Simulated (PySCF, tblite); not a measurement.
MgClCH3 and LiF

A gas-phase complex of MgClCH3 and LiF; neutral, singlet. The structure comes from a short search (6 tight-binding starts) and was relaxed by PBE0-D3(BJ)/def2-SVPD; another way of binding may lie lower. Frequencies by PBE0-D3(BJ)/def2-SVPD show no clear imaginary mode.

Parts: 1 = MgClCH3 ([CH3][Mg][Cl]), atoms 1–6; 2 = LiF ([Li][F]), atoms 7–8.

```
atom  part   x (Å)   y (Å)   z (Å)
  C1     1   0.263  -0.031   0.803
 Mg2     1  -0.713   0.709  -0.886
 Cl3     1  -0.381   0.559  -3.271
  H4     1   1.028  -0.783   0.548
  H5     1   0.776   0.770   1.363
  H6     1  -0.436  -0.508   1.509
 Li7     2  -2.179   1.847  -2.948
  F8     2  -2.218   1.804  -1.228
```

Contacts between parts, classed by geometry: Mg2···F8 1.893 Å (ion contact); Cl3···Li7 2.234 Å (ion contact).

Deforming the relaxed parts to their shape here costs 13.7 kcal/mol, which the interaction energies leave out.

Interaction energies are complex less parts, with the parts frozen as they stand in it; counterpoise-corrected, in kcal/mol (PySCF).

Give the interaction energy at each level run.


```csv
level,interaction,superposition error removed
wB97M-D3(BJ)/def2-TZVPD,-68.75,-0.38
PBE0-D3(BJ)/def2-TZVPD,-69.92,-0.41
```

What holds them together? Decompose the wB97M-D3(BJ)/def2-TZVPD energy: frozen parts, their antisymmetrised product, then relaxation.

electrostatic -100.4, Pauli repulsion +63.9, orbital relaxation -31.2, dispersion correction -1.4 kcal/mol, which sum to the value before the counterpoise correction; the Pauli term holds the exchange-correlation of the frozen density too. Of the attraction, 75 % is electrostatic, 23 % is orbital relaxation, 1 % is dispersion correction.

The parts were also relaxed and run alone, at the levels used for the complex: shieldings by PBE0/pcSseg-2.

Values alone: shielding of Mg2 (ppm): 469.1; shielding of F8 (ppm): 347.4; shielding of Cl3 (ppm): 1025.5; shielding of Li7 (ppm): 88.1.

What does binding change?


```tsv
property	alone	in the complex	change
shielding of Mg2 (ppm)	469.1	497.9	+28.7
shielding of F8 (ppm)	347.4	362.6	+15.2
shielding of Cl3 (ppm)	1025.5	1026.4	+0.9
shielding of Li7 (ppm)	88.1	89.8	+1.7
```

What are the binding energy from relaxed parts (wB97M-D3(BJ)/def2-TZVPD), and ΔH and ΔG of association at 298.15 K and 1 atm?

-55.02 kcal/mol, -53.74 with zero-point energy; ΔH -54.1 and ΔG -45.2 kcal/mol, from harmonic vibrations by PBE0-D3(BJ)/def2-SVPD with low modes damped.

The 4 runs behind this took 6.3 min in all, one thread each of Arm Neoverse V2 on a shared host, launched as `OMP_NUM_THREADS=1 python cluster_run.py task.json out`.
